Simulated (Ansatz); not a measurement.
`[Br][SnH]([Br])[Br]` and `[Br][SnH2][Br]` differ in one atom or group.

Ansatz, PBE0-D4/def2-TZVP geometries, multiplicity 1. 

Elements past krypton have def2 core potentials. Scalar relativity is left out up to krypton.

| property | `[Br][SnH]([Br])[Br]` |
| --- | --- |
| zero-point energy (PBE0-D4/def2-TZVP) / kJ/mol | 24.6 |
| HOMO energy (B3LYP/def2-TZVPP) / eV | -8.40 |
| ideal-gas entropy at 298 K and 1 bar (rigid rotor, harmonic PBE0-D4/def2-TZVP) / J/(mol·K) | 380 |
| HOMO–LUMO gap (PBE/def2-TZVPP) / eV | 3.95 |
| LUMO energy (PBE/def2-TZVPP) / eV | -3.44 |
| HOMO energy (PBE0/def2-TZVPP) / eV | -8.68 |

(1) What does the change do to each property? (Estimate.)

## Answers

(1) The calculation gave: 
```tsv
property	`[Br][SnH2][Br]`	shift
zero-point energy (PBE0-D4/def2-TZVP) / kJ/mol	40.5	15.9
HOMO energy (B3LYP/def2-TZVPP) / eV	-8.20	0.20
ideal-gas entropy at 298 K and 1 bar (rigid rotor, harmonic PBE0-D4/def2-TZVP) / J/(mol·K)	338	-42
HOMO–LUMO gap (PBE/def2-TZVPP) / eV	4.59	0.64
LUMO energy (PBE/def2-TZVPP) / eV	-2.60	0.84
HOMO energy (PBE0/def2-TZVPP) / eV	-8.46	0.22
```

With PBE0 the HOMO rises by 0.22 eV and the LUMO rises by 0.87 eV, so the gap widens by about 0.65 eV. PBE moves the HOMO by 0.20 eV and ωB97M-V by 0.24 eV.

B3LYP here is the variant with VWN-RPA as its local correlation; programs differ in this.

Spin–orbit coupling is left out; it splits and shifts lone-pair levels of the heavy atoms by tenths of an eV.
